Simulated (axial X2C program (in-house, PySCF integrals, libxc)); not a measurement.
**Spin–orbit effects down a group: molecules with Sr, HF**

Calculated with an in-house all-electron X2C program for linear molecules (integrals from PySCF), spin-free (one-electron X2C) or two-component (2c: spin–orbit coupling with atomic mean-field Coulomb and Gaunt terms, which also bring small scalar terms), in Dyall basis sets with cores contracted in-house; open shells are unrestricted.

Basis sets: C dyall-v3z, Ge dyall-cv3z, Si dyall-v3z, Sn dyall-cv3z, Sr dyall-cv3z.

| molecule | spin-free state | Re (Å) | ωe (cm⁻¹) | De (eV) | 2c state | Re 2c (Å) | ωe 2c (cm⁻¹) | De 2c (eV) |
| --- | --- | --- | --- | --- | --- | --- | --- | --- |
| SrC | M_S = 2, Λ = 0 | 2.466 | 432.7 | n/a | Ω = 2 | 2.466 | 432.7 | n/a |
| SrSi | M_S = 2, Λ = 0 | 3.029 | 220.8 | n/a | Ω = 2 | 3.029 | 220.7 | n/a |
| SrGe | M_S = 1, Λ = 0 | 3.080 | 153.4 | 1.31 | Ω = 1 | 3.081 | 153.2 | n/a |
| SrSn | M_S = 1, Λ = 0 | 3.289 | 125.2 | 1.17 | Ω = 1 | 3.292 | 124.6 | n/a |

Question: Work out the shifts from the spin-free to the two-component result.

Answer: 

| molecule | 2c state | ΔRe (Å) | Δωe (cm⁻¹) | ΔDe (eV) |
| --- | --- | --- | --- | --- |
| SrC | Ω = 2 | 0.000 | 0.0 | n/a |
| SrSi | Ω = 2 | 0.000 | -0.1 | n/a |
| SrGe | Ω = 1 | 0.001 | -0.2 | n/a |
| SrSn | Ω = 1 | 0.003 | -0.6 | n/a |

Shifts of one unit in the last digit are rounding.

Each entry is the lowest single determinant of a limited PBE0 search at one distance. De goes to single-determinant-based atoms at the same level (for ions the charge split of lowest energy) and is withheld (n/a) where an atom does not fit its ground term or J level. Main or longest-lived isotopes. One determinant is a doubtful description, or other states lie close, for SrC, SrSi, SrGe, SrSn; these need not be ground states, and all values refer to the states named. Some open-shell Ω = 0 determinants are out of reach, so the Ω given for SrC, SrSi, SrGe, SrSn need not be the lowest component. With several unpaired electrons the Ω given is that of one determinant, not necessarily of the lowest component.
